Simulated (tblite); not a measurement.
C6H13ClGeO.
SMILES with atom numbers: `[Cl:1][CH2:2][C@H:3]1[CH2:4][CH2:5][CH2:6][CH2:7][O:8][GeH2:9]1` (hydrogens: H10, H11 on C2; H12 on C3; H13, H14 on C4; H15, H16 on C5; H17, H18 on C6; H19, H20 on C7; H21, H22 on Ge9)

Computed with GFN2-xTB (tblite), gas phase: L-BFGS steps from a force-field or distance-geometry start until the largest atomic force falls under 0.01 eV/Å.

Step 2: E = -817.0314 eV
```
atom  x, y, z in Å  |  force x, y, z in eV/Å
Cl1     1.9887   -0.4269    2.0390    0.056   0.131  -0.085
C2      2.4720   -0.2087    0.3417    0.062  -0.033  -0.026
C3      1.2952   -0.0427   -0.5943    0.065   0.061   0.146
C4      0.3453   -1.2218   -0.5551    0.023   0.080  -0.020
C5     -0.7590   -1.1314    0.4967    0.175  -0.032  -0.290
C6     -2.0139   -0.5394   -0.1182   -0.050   0.227   0.137
C7     -2.0717    0.9396    0.2625    0.129   0.016  -0.228
O8     -1.2664    1.7562   -0.5782    0.023  -0.093   0.295
Ge9     0.4775    1.7530   -0.3605    0.300   0.205  -0.037
H10     3.0588   -1.0811    0.0667    0.112  -0.151   0.049
H11     3.0956    0.6793    0.2964    0.171   0.101   0.115
H12     1.7176   -0.0486   -1.5942    0.320   0.110  -0.307
H13     0.9541   -2.0976   -0.3937    0.110  -0.555   0.024
H14    -0.1035   -1.2875   -1.5497   -0.044  -0.260   0.090
H15    -0.4690   -0.4588    1.3203    0.140  -0.693  -0.120
H16    -0.9735   -2.1338    0.8535    0.074  -0.073   0.296
H17    -2.8973   -1.0393    0.2708   -0.166   0.033   0.045
H18    -1.9822   -0.6832   -1.2062   -0.290   0.301   0.262
H19    -3.0823    1.2997    0.1794   -0.527   0.366  -0.198
H20    -1.7642    1.0447    1.3159   -0.162   0.054  -0.184
H21     1.0282    2.6225   -1.4614   -0.267   0.136  -0.011
H22     0.9396    2.3253    0.9678   -0.254   0.069   0.047
```

Step 3: E = -817.0947 eV
```
atom  x, y, z in Å  |  force x, y, z in eV/Å
Cl1     1.9908   -0.4220    2.0358    0.042   0.118  -0.043
C2      2.4805   -0.2093    0.3408   -0.065  -0.016  -0.015
C3      1.3056   -0.0461   -0.5966   -0.116   0.213   0.082
C4      0.3519   -1.2293   -0.5574    0.041   0.143   0.016
C5     -0.7581   -1.1374    0.4866    0.152  -0.029  -0.139
C6     -2.0164   -0.5358   -0.1113   -0.051   0.182   0.052
C7     -2.0830    0.9411    0.2612    0.228   0.150  -0.288
O8     -1.2601    1.7555   -0.5703   -0.018  -0.060   0.202
Ge9     0.4908    1.7749   -0.3644    0.016  -0.460   0.173
H10     3.0595   -1.0837    0.0691    0.210  -0.211   0.034
H11     3.0990    0.6802    0.3010    0.233   0.119   0.081
H12     1.7268   -0.0435   -1.6003    0.281   0.066  -0.217
H13     0.9542   -2.1125   -0.3938    0.089  -0.430   0.013
H14    -0.1054   -1.2966   -1.5441   -0.016  -0.241  -0.051
H15    -0.4641   -0.4869    1.3149    0.201  -0.389   0.037
H16    -0.9688   -2.1309    0.8641    0.006  -0.198   0.170
H17    -2.8998   -1.0350    0.2703   -0.216  -0.033   0.134
H18    -1.9933   -0.6715   -1.1937   -0.247   0.239   0.020
H19    -3.0965    1.3117    0.1726   -0.286   0.253  -0.195
H20    -1.7697    1.0460    1.3047   -0.171   0.085   0.069
H21     1.0166    2.6238   -1.4580   -0.138   0.361  -0.272
H22     0.9292    2.3266    0.9680   -0.175   0.138   0.138
```

Problem. Estimate the geometry and energy of step 4. (The exact step hangs on the optimiser's Hessian estimate; all steps are aligned on step 3, rigid shifts and turns removed.)

Solution. E = -817.1375 eV, largest force 0.695 eV/Å
```
atom  x, y, z in Å  |  force x, y, z in eV/Å
Cl1     1.9931   -0.4164    2.0329    0.025   0.103  -0.006
C2      2.4864   -0.2098    0.3400   -0.029   0.004  -0.038
C3      1.3123   -0.0453   -0.5990   -0.106   0.137  -0.035
C4      0.3588   -1.2344   -0.5590    0.047   0.050  -0.032
C5     -0.7559   -1.1434    0.4775    0.053  -0.057   0.033
C6     -2.0194   -0.5311   -0.1052   -0.064   0.072  -0.014
C7     -2.0904    0.9457    0.2562    0.162   0.190  -0.122
O8     -1.2547    1.7547   -0.5618    0.001   0.012   0.051
Ge9     0.5001    1.7831   -0.3638   -0.142  -0.652   0.195
H10     3.0635   -1.0889    0.0715    0.191  -0.141   0.043
H11     3.1052    0.6824    0.3058    0.212   0.042   0.046
H12     1.7379   -0.0385   -1.6071    0.193   0.042  -0.060
H13     0.9550   -2.1294   -0.3939    0.029  -0.202  -0.011
H14    -0.1070   -1.3074   -1.5411    0.040  -0.205  -0.103
H15    -0.4568   -0.5138    1.3121    0.232  -0.134   0.151
H16    -0.9652   -2.1316    0.8743   -0.034  -0.214   0.011
H17    -2.9049   -1.0320    0.2722   -0.165  -0.024   0.170
H18    -2.0059   -0.6587   -1.1847   -0.204   0.172  -0.140
H19    -3.1099    1.3241    0.1643   -0.020   0.134  -0.190
H20    -1.7767    1.0485    1.2977   -0.202   0.110   0.176
H21     1.0056    2.6315   -1.4606   -0.105   0.397  -0.312
H22     0.9184    2.3300    0.9708   -0.118   0.164   0.186
```

The energy changes by -0.0427 eV. The first-order estimate −F·Δx gives -0.0584 eV and the mean of the old and new forces, exact on a quadratic surface, -0.0427 eV. The step makes an angle of 49° with the force vector and moves no atom by more than 0.028 Å.

What follows is the cost of the whole relaxation. Time: 1.5 s of wall time. Hardware: one thread of an Arm Neoverse V1, no GPU, on a shared host.
